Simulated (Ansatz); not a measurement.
## Counterpoise correction, worked out

The pair of Cu⁺ (SMILES [Cu+], atom 1) and C$_{2}$H$_{2}$ (SMILES C#C, atoms 2–5), both closed shells, in one local arrangement (a lower one may exist), relaxed at PBE0-D4/def2-TZVP:

```csv
atom,x (Å),y (Å),z (Å)
Cu1,-0.0265,-0.1943,-1.6432
C2,0.0881,0.6374,0.2460
C3,-0.0779,-0.5622,0.3905
H4,0.2352,1.7006,0.3057
H5,-0.2190,-1.5816,0.7010
```

Program: Ansatz 0.2.0. Basis: def2-TZVPPD. Cores are frozen in the correlated methods. The 3s and 3p shells of Cu and Zn are frozen; filled d shells are correlated.

CCSD(T) total energies in eV:

| system | geometry | basis functions | energy |
| --- | --- | --- | --- |
| pair | pair | all | -46704.04292 |
| Cu⁺ | as in the pair | all (partner as ghosts) | -44602.02928 |
| C$_{2}$H$_{2}$ | as in the pair | all (partner as ghosts) | -2100.40385 |
| Cu⁺ | as in the pair | its own | -44601.95759 |
| C$_{2}$H$_{2}$ | as in the pair | its own | -2100.37838 |
| Cu⁺ | free (PBE0-D4 minimum) | its own | -44601.95759 |
| C$_{2}$H$_{2}$ | free (PBE0-D4 minimum) | its own | -2100.44219 |

Q: Work out the interaction energy with and without the counterpoise correction, the superposition error, and the binding energy from the relaxed fragments.

A: Without correction: -46704.04292 − (-44601.95759) − (-2100.37838) = -1.70695 eV.
With correction (each fragment in the whole basis): -46704.04292 − (-44602.02928) − (-2100.40385) = -1.60979 eV = -37.12 kcal/mol.
The superposition error is the difference, 0.09716 eV, 6 % of the uncorrected value: each fragment borrows its partner's functions.
Deformation from the free shapes: 0.00000 eV for Cu⁺ and 0.06381 eV for C$_{2}$H$_{2}$.
Binding energy from relaxed fragments: -1.60979 + 0.00000 + 0.06381 = -1.54598 eV = -35.65 kcal/mol (electronic, without zero-point energy; negative means bound). For comparison, the corrected interaction energy by CCSD(T) at an estimated basis limit (MP2 extrapolated from triple and quadruple zeta, plus CCSD(T) − MP2 in triple zeta) is -1.807 eV; triple zeta with the correction binds less.

No T1 diagnostic of these runs exceeds 0.020.

For scale, one of the runs: CCSD(T)/def2-TZVPPD, 175 basis functions, launched by `ansatz run in.yaml --threads 2 --pin off --events-out ev --progress --plain --max-ram 5222MiB`. Time: 33 s of wall clock on 2 CPU threads of an Intel Xeon Platinum 8375C; the host was shared. Peak host memory: 1.5 GiB.
